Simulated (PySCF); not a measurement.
B(GeH3)(Me)2 (C2H9BGe), SMILES C[B](C)[GeH3]. Atoms are numbered in the order given.

```xyz
13

B     -0.9578     0.1668     0.3525
Ge     0.9709    -0.1733    -0.3713
H      1.4099    -1.6619    -0.2355
H      1.1927     0.2395    -1.8558
H      2.0039     0.6404     0.4689
C     -1.4217    -0.6053     1.6358
H     -1.8509    -1.5560     1.2302
H     -2.2453    -0.1144     2.1954
H     -0.6192    -0.9184     2.3328
C     -1.8920     1.1938    -0.3749
H     -2.9683     1.1091    -0.1170
H     -1.7650     1.2527    -1.4744
H     -1.5560     2.1893     0.0104
```

Geometry optimised at PBE-D3(BJ)/def2-SVP.

Calculation: PySCF 2.14.0 with PBE-D3(BJ)/def2-SVP.

Frequencies are harmonic and unscaled.

Computed vibrational spectrum:
```tsv
mode	ν (cm⁻¹)	IR (km/mol)	moving atoms (share of kinetic energy)
1	14	0.0	H 94 %
2	100	1.0	H 96 %
3	137	1.3	H 93 %
4	174	1.1	C 44 %, H 39 %, B 13 %
5	247	0.9	H 44 %, C 31 %, Ge 15 %, B 10 %
6	264	1.9	H 57 %, B 23 %, C 14 %
7	430	21.3	H 78 %, B 13 %
8	445	3.5	H 36 %, C 32 %, B 22 %, Ge 10 %
9	485	22.8	H 81 %
10	585	0.6	H 80 %, C 16 %
11	781	137.3	H 95 %
12	797	7.9	H 55 %, B 27 %, C 18 %
13	808	2.5	H 50 %, C 39 %, B 10 %
14	818	4.8	H 74 %, C 21 %
15	856	18.5	H 98 %
16	869	29.0	H 91 %
17	1053	81.4	B 48 %, H 35 %, C 17 %
18	1118	14.4	B 50 %, H 45 %
19	1245	25.3	H 74 %, C 24 %
20	1268	111.6	H 53 %, C 31 %, B 16 %
21	1349	0.7	H 96 %
22	1351	3.2	H 96 %
23	1391	0.3	H 93 %
24	1395	10.6	H 90 %
25	2036	85.4	H 99 %
26	2048	112.5	H 99 %
27	2058	144.8	H 98 %
28	2928	0.9	H 96 %
29	2930	0.2	H 96 %
30	3014	21.0	H 92 %
31	3015	14.1	H 92 %
32	3068	3.1	H 90 %, C 10 %
33	3069	16.4	H 91 %, C 9 %
```
